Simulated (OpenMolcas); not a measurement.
A calculation on Sb II.

| Quantity | Value |
| --- | --- |
| Program | OpenMolcas 26.06 |
| Method | SS-CASPT2, IPEA 0.25 Eh, imaginary shift 0.1 Eh (closed shells correlated: 4d) |
| Basis | ANO-RCC-VQZP [8s7p5d3f2g] |
| Scalar Hamiltonian | DKH2, point nucleus |
| Active space | 4 electrons in 8 orbitals (5s 5p 6s 6p) |
| State averaging | 2S+1 = 3 even, 3 roots; 2S+1 = 1 even, 6 roots; 2S+1 = 5 odd, 1 root; 2S+1 = 3 odd, 9 roots; 2S+1 = 1 odd, 8 roots |
| Spin-orbit coupling | state interaction with AMFI integrals over the reference wave functions, term energies averaged over their components |

Task: Which level of the active space comes out lowest?

Result: 5s2 5p2 3P0, with 96 % of that term; it is also the measured ground level.

Task: How high does 5s 5p3 3D* 3 lie?

Result: 65740 cm-1 above the lowest level; measured 67888 cm-1 above the ground level, so the calculation is off by -3 %.

Task: How high does 5s2 5p2 1S0 lie?

Result: 23590 cm-1 above the lowest level; measured 23906 cm-1 above the ground level, so the calculation is off by -1 %.

Task: How high does 5s2 5p2 3P2 lie?

Result: 4820 cm-1 above the lowest level; measured 5658 cm-1 above the ground level, so the calculation is off by -15 %.

Measured values: NIST Handbook of Basic Atomic Spectroscopic Data.

Term energies are means over components that CASPT2 splits; among the terms shown or strongly mixed into the levels shown the widest spread is 930 cm-1 (5s 5p3 3D*). Over all roots computed the reference weight is 0.80 to 0.93; the roots of lowest weight are the least certain, and an intruder state may touch them. The run also gave levels led by 5s2 5p 6s, which use shells meant for correlation; these and all levels above them are left out. Terms of s pⁿ other than that of highest spin mix with s² pⁿ⁻² d, which this space lacks; all of them can be thousands of cm-1 off, and some have no real level of that name. Measured partners are found by configuration, term and J. A level has none where our copy of the source lacks it or the pairing is in doubt (some pairs that miss far off the trend of their configuration count as doubtful), and it then counts in no deviation. Only configurations of the active space appear.

* marks odd parity.
